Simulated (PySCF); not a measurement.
# How the method changes the shape and vibrations of AlF2O anion

All numbers below are calculated, not measured. They come from PySCF 2.14.0, an open-source quantum chemistry program, on an isolated molecule that a program drew, which may never have been made. The molecule is AlF2O anion (charge -1, singlet), drawn as the SMILES string `[O-][Al]([F])[F]`.

The geometry was optimised and harmonic frequencies were computed with HF and MP2, all in the aug-cc-pV(D+d)Z basis, for the commonest isotopes, with a restricted reference for singlets and an unrestricted one otherwise, and a frozen core in MP2. Each result is a local minimum of its method.

Geometry at the HF minimum:
```xyz
4
AlF2O anion, angstrom
O     0.3173   -1.4368    0.6033
Al   -0.6246   -1.0519   -0.6441
F    -0.4320   -1.4714   -2.2583
F    -2.0317   -0.1363   -0.6385
```

Lengths of the bonds as drawn, in Å (atoms numbered as above):
| bond | HF | MP2 |
|---|---|---|
| O1-Al2 | 1.610 | 1.663 |
| Al2-F3 | 1.679 | 1.716 |
| Al2-F4 | 1.679 | 1.716 |

Rotational constants, in GHz:
| constant | HF | MP2 |
|---|---|---|
| A | 7.638 | 7.351 |
| B | 6.312 | 5.948 |
| C | 3.456 | 3.288 |

Harmonic frequencies in cm^-1, each column in rising order, so a row needn't be the same motion in every method:
| rank | HF | MP2 |
|---|---|---|
| 1 | 297 | 270 |
| 2 | 306 | 275 |
| 3 | 351 | ? |
| 4 | 682 | 618 |
| 5 | 793 | 728 |
| 6 | 1106 | 971 |

**Estimate the missing MP2 frequency from the HF column.**

A single factor s that minimises the squared misfit of MP2 against s times HF over the other rows is sum(HF x MP2) / sum(HF^2) = 0.8952, with an rms misfit of 12 cm^-1. For rank 3 it gives 0.8952 x 351 = 314 cm^-1. The calculation gives 310 cm^-1, 4 cm^-1 below the estimate. The drawn bonds are on average 2.6 % longer in MP2 than in HF.
